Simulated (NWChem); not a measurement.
Lowest excitation of H5BN (+1)

```
N
H 1 1.0293
H 1 1.0298 2 109.12
H 1 1.0355 2 106.00 3 113.25
B 1 1.5425 2 114.11 4 118.50
H 5 1.1944 1 115.99 2 -25.28
H 5 1.1946 6 128.32 1 177.58
```
Charge +1, spin multiplicity 1.

All runs are NWChem calculations. The geometry was optimised at PBE0/def2-SVP, a minimum by its harmonic frequencies.

Basis set: def2-SVPD.

| method | lowest vertical singlet excitation energy (eV) | relative cost | difference from EOM-CCSD |
|---|---|---|---|
| EOM-CCSD | 6.34 | 10 | 0.00 |
| CIS | 6.92 | 1 | +0.57 |
| TD-B3LYP | 6.05 | 3 | -0.29 |
| TD-PBE0 | 6.06 | 4 | -0.28 |
| TD-PBE | 5.78 | under 3 | -0.56 |

The values span 1.13 eV, from TD-PBE (lowest) to CIS (highest). Costs are rough ratios of processor time within this set of runs, SCF included, with CIS as 1.

The correlated methods keep 2 core orbitals frozen. B3LYP has NWChem's definition, with VWN1-RPA local correlation. The structure started from a generated list of species. Coupled-cluster values serve here as a point of comparison, not as the truth.
